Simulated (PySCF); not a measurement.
CdCl2, SMILES [Cl][Cd][Cl]. Geometry optimised at PBE-D3(BJ)/def2-TZVP. The isomer is the one that the SMILES or the coordinates give; other isomers of the formula were not compared. The def2 effective core potentials stand for the cores of Cd; spin–orbit coupling is left out.

Computed with PBE-D3(BJ)/def2-TZVP (PySCF).

Harmonic wavenumbers (cm⁻¹): 86, 86, 317, 409. Rotational constants (GHz): 1.375 (linear); symmetry number 2.

Question: Work out the zero-point energy and the ideal-gas rigid-rotor harmonic-oscillator thermochemistry at 298.15 K and 1 atm.

Answer: ZPE = ½ Σ hcν = ½ × 898 cm⁻¹ = 1.28 kcal/mol. H − E(el) = 4.75 kcal/mol. Entropy in cal/(mol K): translation 41.52, rotation 17.33, vibration 9.75, total 68.61. G − E(el) = -15.70 kcal/mol. Cp = 13.97 cal/(mol K). Modes under 150 cm⁻¹ make the vibrational entropy uncertain.
